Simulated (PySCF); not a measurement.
From computed data to an observable: dipole moment from atomic charges

Si(AsH2)2(H)2 (As₂H₆Si), SMILES [AsH2][SiH2][AsH2]. Atoms are numbered in the order given.

```xyz
9

Si     0.0000     0.0000     1.0297
As     2.0022     0.0000    -0.2075
As    -2.0022     0.0000    -0.2075
H      0.0000    -1.2098     1.9040
H      0.0000     1.2098     1.9040
H      1.5098     1.1013    -1.1319
H      1.5098    -1.1013    -1.1319
H     -1.5098    -1.1013    -1.1319
H     -1.5098     1.1013    -1.1319
```

The structure is a stationary point at ωB97X-D3(BJ)/def2-SVP. This is a generated structure with no PubChem entry under its InChIKey; it may be hypothetical.

Charges (e) from PBE0/def2-TZVP in PySCF:

```json
[
 {"atom": "Si1", "IAO": "0.336", "Mulliken": "0.084"},
 {"atom": "As2", "IAO": "-0.033", "Mulliken": "-0.176"},
 {"atom": "As3", "IAO": "-0.033", "Mulliken": "-0.176"},
 {"atom": "H4", "IAO": "-0.099", "Mulliken": "-0.005"},
 {"atom": "H5", "IAO": "-0.099", "Mulliken": "-0.005"},
 {"atom": "H6", "IAO": "-0.018", "Mulliken": "0.070"},
 {"atom": "H7", "IAO": "-0.018", "Mulliken": "0.070"},
 {"atom": "H8", "IAO": "-0.018", "Mulliken": "0.070"},
 {"atom": "H9", "IAO": "-0.018", "Mulliken": "0.070"}
]
```

The dipole moment of the full density is 0.42 D.

Q: What dipole moment does each set of point charges give, and which comes closer to that of the density?

A: 
μ = Σ q r, and 1 e Å = 4.8032 D.
IAO: Σ q r = (0.000, 0.000, 0.064) e Å, |μ| = 0.31 D.
Mulliken: Σ q r = (0.000, 0.000, -0.176) e Å, |μ| = 0.85 D.
IAO comes closer in size. Point charges leave out the atoms' own dipoles (lone pairs, polarised bonds); fits to the potential absorb them, partitions of the density don't.
